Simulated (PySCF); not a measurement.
**Radial density of C²⁺ (carbon, charge +2)**

r2SCANh, [He] 2s2, closed-shell 1S. Calculation: PySCF 2.14, in aug-cc-pCVTZ-DK (7s6p4d2f, 59 functions); scalar relativity by spin-free X2C-1e.

| r (bohr) | 4πr²ρ (e/bohr) |
| --- | --- |
| 0.00499 | 0.03954 |
| 0.00839 | 0.1072 |
| 0.0141 | 0.2796 |
| 0.0238 | 0.7013 |
| 0.0399 | 1.628 |
| 0.0672 | 3.324 |
| 0.113 | 5.453 |
| 0.190 | 6.235 |
| 0.320 | 3.929 |
| 0.538 | 1.266 |
| 0.905 | 1.458 |
| 1.52 | 1.227 |
| 2.56 | 0.1734 |
| 4.31 | 0.001746 |

Densities and radii are taken from the X2C orbitals without a picture-change correction, which distorts them close to the nucleus.
